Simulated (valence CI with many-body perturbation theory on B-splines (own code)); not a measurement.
The numbers below are computed, except where a source is named.
**Energy levels of Ir3+**

Level of theory: relativistic CI+MBPT: six valence electrons over a frozen Dirac-Fock core [Xe] 4f14, a basis of 7 s, 7 p, 8 d, 6 f, 4 g, 1 h functions for each j, with the one-electron correlation potential Σ1, the two-electron term Σ2, the three-electron term Σ3, Breit, model QED; selected CI, second order for the rest, scaled by the run's own slope (own B-spline code, finite nucleus).

No measured spectrum was set against this ion. As an estimate, terms of the open shell hold to 2 to 4 % of their energy, and close levels can change places; different configurations can be misplaced against each other by 1,000 to 8,000 cm⁻¹. Among the levels kept, up to 2400 cm⁻¹ of a level comes from second order outside the variational space, and about a tenth of that is noise between levels of different J, which matters for small intervals. Only levels of the ground parity were solved; by the run's estimate the other parity begins above the list, which can be wrong where configurations are misplaced.

Levels 1 to 27 of 27, with energies above the lowest level, 5d6 5D_4. "Leading %" is the weight of the configuration and term that name the level; weights of strongly mixed levels are sums over their largest components and can fall short. In the jj column 3d3/2^4 stands for four electrons in 3d with j = 3/2.

| No. | Configuration | Term | J | E (eV) | Leading % | Second component | g | Leading jj |
| --- | --- | --- | --- | --- | --- | --- | --- | --- |
| 1 | 5d6 | 5D | 4 | 0.0000 | 81 | 14 % 5d6 3F | 1.453 | 5d3/2^4 5d5/2^2 (53 %) |
| 2 | 5d6 | 5D | 2 | 0.6610 | 64 | 23 % 5d6 3P | 1.453 | 5d3/2^4 5d5/2^2 (53 %) |
| 3 | 5d6 | 5D | 3 | 0.7016 | 89 | 5 % 5d6 3F | 1.474 | 5d3/2^3 5d5/2^3 (72 %) |
| 4 | 5d6 | 5D | 1 | 1.048 | 81 | 13 % 5d6 3P | 1.468 | 5d3/2^3 5d5/2^3 (71 %) |
| 5 | 5d6 | 5D | 0 | 1.081 | 76 | 16 % 5d6 3P |  | 5d3/2^2 5d5/2^4 (46 %) |
| 6 | 5d6 | 3H | 4 | 1.835 | 25 | 24 % 5d6 3G | 1.056 | 5d3/2^3 5d5/2^3 (52 %) |
| 7 | 5d6 | 3G | 5 | 2.305 | 50 | 47 % 5d6 3H | 1.119 | 5d3/2^3 5d5/2^3 (95 %) |
| 8 | 5d6 | 3H | 6 | 2.375 | 82 | 16 % 5d6 1I | 1.140 | 5d3/2^3 5d5/2^3 (90 %) |
| 9 | 5d6 | 3P | 2 | 2.417 | 41 | 32 % 5d6 5D | 1.385 | 5d3/2^2 5d5/2^4 (56 %) |
| 10 | 5d6 | 3F | 3 | 2.667 | 46 | 34 % 5d6 3G | 0.992 | 5d3/2^3 5d5/2^3 (78 %) |
| 11 | 5d6 | 3F | 2 | 2.809 | 73 | 12 % 5d6 1D | 0.804 | 5d3/2^3 5d5/2^3 (73 %) |
| 12 | 5d6 | 1S | 0 | 3.180 | 58 | 20 % 5d6 3P |  | 5d3/2^2 5d5/2^4 (40 %) |
| 13 | 5d6 | 3H | 4 | 3.228 | 55 | 33 % 5d6 3F | 0.997 | 5d3/2^2 5d5/2^4 (82 %) |
| 14 | 5d6 | 3D | 1 | 3.318 | 71 | 16 % 5d6 3P | 0.736 | 5d3/2^3 5d5/2^3 (61 %) |
| 15 | 5d6 | 3G | 4 | 3.497 | 59 | 19 % 5d6 1G | 1.080 | 5d3/2^3 5d5/2^3 (44 %) |
| 16 | 5d6 | 3D | 2 | 3.500 | 62 | 23 % 5d6 3P | 1.204 | 5d3/2^2 5d5/2^4 (45 %) |
| 17 | 5d6 | 3H | 5 | 3.552 | 50 | 46 % 5d6 3G | 1.114 | 5d3/2^2 5d5/2^4 (95 %) |
| 18 | 5d6 | 3D | 3 | 3.639 | 68 | 14 % 5d6 3F | 1.310 | 5d3/2^2 5d5/2^4 (45 %) |
| 19 | 5d6 | 3G | 3 | 3.824 | 49 | 37 % 5d6 3F | 0.952 | 5d3/2^2 5d5/2^4 (79 %) |
| 20 | 5d5 6s | 7S | 3 | 3.856 | 80 | 9 % 5d5 6s 5P | 1.893 | 5d3/2^3 5d5/2^2 6s (36 %) |
| 21 | 5d6 | 1I | 6 | 4.128 | 82 | 16 % 5d6 3H | 1.026 | 5d3/2^2 5d5/2^4 (90 %) |
| 22 | 5d6 | 3P | 0 | 4.309 | 92 |  |  | 5d3/2^4 5d5/2^2 (43 %) |
| 23 | 5d6 | 3P | 1 | 4.336 | 73 | 17 % 5d6 3D | 1.318 | 5d3/2 5d5/2^5 (49 %) |
| 24 | 5d6 | 1F | 3 | 4.499 | 62 | 30 % 5d6 3F | 1.021 | 5d3/2^3 5d5/2^3 (84 %) |
| 25 | 5d6 | 1G | 4 | 4.674 | 62 | 20 % 5d6 3F | 1.029 | 5d3/2^2 5d5/2^4 (44 %) |
| 26 | 5d6 | 1D | 2 | 4.962 | 59 | 19 % 5d6 3P | 1.057 | 5d3/2^2 5d5/2^4 (57 %) |
| 27 | 5d6 | 3P | 1 | 5.404 | 88 | 4 % 5d6 5D | 1.479 | 5d3/2^3 5d5/2^3 (56 %) |

Names give the largest LS component (configuration and term), which can be under half, so a name can repeat, a term be missing and a line seem to break the LS rules; names also repeat where a configuration has a term twice.

Where two levels of one J and parity lie close, their mixing, g and order are uncertain.

The ionisation energy to 5d5 6S_5/2 of the next ion comes out as 41.516 eV (NIST: 40 ± 1.7 eV (theoretical)). All 27 levels together are meant to be complete up to 5.617 eV.
